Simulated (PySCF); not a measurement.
In(F)(OH)(NH2) (FH3InNO), SMILES [NH2][In]([OH])[F]. Geometry: PBE0-D3(BJ)/def2-SVP. The def2 effective core potentials stand for the cores of In; spin–orbit coupling is left out. The values are those of a single conformer.

The numbers are results of PySCF 2.14.0 with PBE0-D3(BJ)/def2-SVP, not measurements.

Harmonic wavenumbers (cm⁻¹): 108, 127, 146, 235, 292, 462, 596, 614, 650, 814, 853, 1525, 3566, 3674, 3884. Rotational constants (GHz): 5.160, 4.392, 2.381; symmetry number 1.

### Question
Work out the zero-point energy and the ideal-gas rigid-rotor harmonic-oscillator thermochemistry at 298.15 K and 1 atm.

### Answer
ZPE = ½ Σ hcν = ½ × 17546 cm⁻¹ = 104.95 kJ/mol. H − E(el) = 124.94 kJ/mol. Entropy in J/(mol K): translation 172.56, rotation 109.58, vibration 61.54, total 343.69. G − E(el) = 22.47 kJ/mol. Cp = 95.28 J/(mol K). Modes under 150 cm⁻¹ make the vibrational entropy uncertain.
